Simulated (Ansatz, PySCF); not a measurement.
Cd(I)(SeH) (CdHISe), SMILES [SeH][Cd][I]. Atoms are numbered in the order given.

```xyz
4

Cd    -0.3361     0.3362     0.0799
I      1.6377    -1.1669    -0.6946
Se    -2.1994     1.7645     0.8056
H     -2.6219     0.7560     1.7928
```
Charge 0, spin multiplicity 1.

The structure is a stationary point at PBE0-D3(BJ)/def2-SVP. The structure was generated by enumeration; whether it is a known compound was not checked. The def2 effective core potentials stand for the cores of Cd, I; spin–orbit coupling is left out. The values are those of a single conformer.

Two levels are set side by side: PBE-D3(BJ)/def2-SVP (Ansatz, a first-principles code) and PBE0-D3(BJ)/def2-SVP (Ansatz). Each level has its own optimised geometry; the coordinates shown are those of the second. Frequencies come from the Hessian of PySCF at each geometry. Differences are taken from unrounded values.

```
quantity                            PBE0-D3(BJ)
----------------------------------  -----------
mean bond length (Å)                      2.177
bond Cd1–I2 (Å)                           2.599
bond Cd1–Se3 (Å)                          2.457
bond Se3–H4 (Å)                           1.473
highest harmonic wavenumber (cm⁻¹)         2444
mean harmonic wavenumber (cm⁻¹)             598
zero-point energy (kcal/mol)               5.13
```

Problem. What does PBE-D3(BJ) give, and how far is it from PBE0-D3(BJ)? (The exact figures need the calculation; the answer reports its results.)

Solution. 
| quantity | PBE-D3(BJ) | PBE-D3(BJ) minus PBE0-D3(BJ) |
|---|---|---|
| mean bond length (Å) | 2.193 | 0.017 |
| bond Cd1–I2 (Å) | 2.618 | 0.019 |
| bond Cd1–Se3 (Å) | 2.474 | 0.017 |
| bond Se3–H4 (Å) | 1.488 | 0.015 |
| highest harmonic wavenumber (cm⁻¹) | 2348 | -96 |
| mean harmonic wavenumber (cm⁻¹) | 575 | -23 |
| zero-point energy (kcal/mol) | 4.93 | -0.20 |

GGA bonds tend to be longer and softer than those of functionals with exact exchange. Differences between two approximate levels are no errors against the true value.
